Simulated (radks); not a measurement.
Valence configurations of Ba+ (all share [Xe]). Method: scalar-relativistic Kohn-Sham, BLYP, spin-unpolarised, spherical densities, point nucleus; computed with a radial shooting solver on a logarithmic mesh with Libxc functionals. Energies are relative to 6s1; eigenvalues in eV.

| valence | E (eV) | e(4f) | e(5d) | e(6p) | e(6s) |
|---|---|---|---|---|---|
| 6s1 | 0.000 | - | - | - | -7.585 |
| 5d1 | 0.814 | - | -5.876 | - | - |
| 6p1 | 2.682 | - | - | -5.454 | - |
| 4f1 | 4.909 | -2.101 | - | - | - |
| 4f0.5 6s0.5 | 2.312 | -2.150 | - | - | -7.230 |
| 6s0.5 6p0.5 | 1.330 | - | - | -5.208 | -7.889 |

NIST lists [Xe] 6s1 as the ground configuration; this level of theory agrees among the configurations tried. The energies are those of spherical spin-averaged densities, not of single terms.
